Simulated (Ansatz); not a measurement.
Ansatz (an electronic-structure program) input (B3LYP-D3(BJ)/def2-TZVP):

Ansatz 0.2 input:
```yaml
crystal:
  periodic: [false, false, false]
  atoms:
    - {symbol: K, position_ang: [-0.76523492, -0.71284930, -0.72487746]}
    - {symbol: Cl, position_ang: [0.82353744, 0.73569058, 0.77197278]}
basis:
  gaussian:
    orbitals: def2-TZVP
hamiltonian:
  xc: b3lyp
  dispersion: d3bj
total_charge: -1
magnetization: {spin_polarized: true, initial_magnetization: 1}
relax: {f_tol: 0.002, max_steps: 150}
```

End of the output:

```
mean field: 0.28 GiB planned
mean field -28851.27877287 eV, -1060.2649388038 hartree, gradient 4.0e-5 eV, S^2 0.750063; 0 other end points of the search recorded, 0 dependent functions left out
the calculation of the forces begins
reference -28851.27893230 eV, -1060.2649446628 hartree; 19, 18 occupied and 51, 52 virtual orbitals, 583 factors
relax step   4: F+E_penalty+E_count = -28851.33048716 eV  Δ(F+E_penalty+E_count) = -7.567e-6 eV  max|allowed force component| = 2.338e-4 eV/Å  Δτ_max = 0.0012 Å  (22 SCF iters, accepted)
integrals: 0.02 GiB planned
583 factors; integrals over basis functions are off by at most 3.9e-4 eV
mean field: 0.28 GiB planned
mean field -28851.27877287 eV, -1060.2649388038 hartree, gradient 4.0e-5 eV, S^2 0.750063; 1 other end points of the search recorded, 0 dependent functions left out
the calculation of the forces begins
reference -28851.27893230 eV, -1060.2649446628 hartree; 19, 18 occupied and 51, 52 virtual orbitals, 583 factors
Total energy: -28851.33064659 eV, -1060.2668451277 hartree
Atom 0 at    -0.836540    -0.777860    -0.792057 Å, force     0.000234     0.000213     0.000220 eV/Å
Atom 1 at     0.894842     0.800702     0.839152 Å, force    -0.000234    -0.000213    -0.000220 eV/Å
Dipole moment:     0.029809     0.027178     0.028084 e Å
```
